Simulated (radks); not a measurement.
Initial-state core-level shifts of neutral indium when its valence configuration changes from [Kr] 4d10 5s2 5p1. Calculated with a radial shooting solver on a logarithmic mesh with Libxc functionals: Dirac Kohn-Sham, PBE, spin-unpolarised, spherical densities, finite nucleus; open shells fill j = l - 1/2 first; Fermi nuclear charge, rms radius 4.6156 fm. Shifts are changes of the shell-averaged eigenvalues in eV (positive: less bound); the change of the density at the nucleus, which sets a Mossbauer isomer shift, is in e/bohr^3, on a base of 1.748e+05.

\begin{tabular}{lrrrrr}
valence & 1s & 2s & 2p & 3d & density at nucleus \\ \hline
4d8 5s2 5p3 & -14.441 & -15.226 & -15.176 & -14.892 & +34.69 \\
4d10 5p3 & -3.168 & -3.081 & -3.079 & -3.113 & -58.57 \\
4d9 5s2 5p2 & -7.003 & -7.366 & -7.343 & -7.231 & +16.85 \\
4d8 5p5 & -17.322 & -18.039 & -17.981 & -17.731 & -45.08 \\
4d8 5s1 5p4 & -15.917 & -16.668 & -16.614 & -16.346 & -3.93 \\
4d10 5s1.5 5p1.5 & -0.792 & -0.772 & -0.772 & -0.780 & -13.46 \\
4d10 5s1 5p2 & -1.541 & -1.503 & -1.502 & -1.519 & -27.69 \\
4d9 5s1 5p3 & -8.602 & -8.923 & -8.898 & -8.802 & -16.38 \\
4d9 5s1.5 5p2.5 & -7.818 & -8.160 & -8.135 & -8.031 & +0.61 \\
\end{tabular}
